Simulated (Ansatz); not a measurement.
```yaml
crystal:
  periodic: [false, false, false]
  atoms:
    - {symbol: Sn, position_ang: [0.873507, -2.548530, -0.082366]}
    - {symbol: Sn, position_ang: [-0.154809, 0.461912, -1.935171]}
    - {symbol: Sn, position_ang: [1.426583, 0.528554, 1.879136]}
    - {symbol: Sn, position_ang: [-1.900984, -0.933297, 0.678894]}
    - {symbol: O, position_ang: [-0.696776, -1.439351, -1.061079]}
    - {symbol: O, position_ang: [0.314822, 1.463466, 0.097360]}
    - {symbol: O, position_ang: [-2.157383, 0.851923, -0.954730]}
    - {symbol: O, position_ang: [2.301701, -0.879905, -0.801656]}
    - {symbol: O, position_ang: [-1.949444, 2.024726, -0.154677]}
    - {symbol: O, position_ang: [2.781277, -0.035434, 0.085951]}
    - {symbol: O, position_ang: [-1.055419, 1.660670, 0.804060]}
    - {symbol: O, position_ang: [0.216934, -1.154743, 1.444298]}
basis:
  gaussian: {orbitals: def2-SVPD}
total_charge: 1
magnetization: {spin_polarized: true, initial_magnetization: 1}
hamiltonian: {xc: {name: PBE}, dispersion: d4}
```

```sh
$ ansatz run in.yaml --threads 4 --pin off --events-out ev --progress --plain --max-ram 6963MiB
```

Output, abridged:

```
Functional definition: PBE
2892 factors; their error is unknown
mean field evaluation 1: about -39609.2881 eV, gradient 1.1e2 eV
mean field evaluation 2: about -38613.1040 eV, gradient 3.6e2 eV
mean field evaluation 4: about -39116.1202 eV, gradient 2.5e2 eV
mean field evaluation 8: about -39665.7302 eV, gradient 1.1e1 eV
mean field evaluation 16: about -39666.2465 eV, gradient 1.8e-1 eV
mean field evaluation 32: about -39666.1553 eV, gradient 2.1e-4 eV
mean field -39666.15527993 eV, -1457.7043198516 hartree, gradient 2.0e-5 eV, S^2 0.753424; 6 other end points of the search recorded, 0 dependent functions left out
reference -39666.15534071 eV, -1457.7043220853 hartree; 76, 75 occupied and 236, 237 virtual orbitals, 2892 factors
Total energy: -39667.00995431 eV, -1457.7357285557 hartree
```

Run time 12 s (4 threads of AMD EPYC 9R45 on a shared host), peak host memory 1.2 GiB.

In the def2 sets Sn takes a core potential; there is no spin–orbit coupling.
